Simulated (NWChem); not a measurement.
Molecule: CdBr$_{2}$; SMILES [Br][Cd][Br]

```xyz
3

Cd     0.0000     0.0000    -0.0949
Br     2.4064     0.0000    -0.0952
Br    -2.4064     0.0000    -0.0952
```
Atoms are numbered in this order, from 1.

Level: PBE0/def2-SVP with def2 effective core potentials on Cd (NWChem), optimised geometry, unscaled harmonic frequencies. This build's default masses of Se (78.918 u) and Br (79.917 u) are each other's, which moves their modes by up to 0.6 %. def2 effective core potentials on Cd; no spin-orbit coupling.

| frequency (cm⁻¹) | IR intensity (km/mol) |
|---|---|
| 65 | 5.7 |
| 208 | 0.0 |
| 323 | 39.7 |

| Property | Result |
|---|---|
| zero-point energy | 0.9 kcal/mol |
| thermal correction to the enthalpy at 298.15 K (with zero-point energy) | 4.3 kcal/mol |
| heat capacity Cv | 11.4 cal/(mol K) |
| entropy at 298.15 K and 1 atm (symmetry number 2) | 61.6 cal/(mol K) |

Rigid rotor and harmonic oscillator; modes under 100 cm⁻¹ make the entropy uncertain.
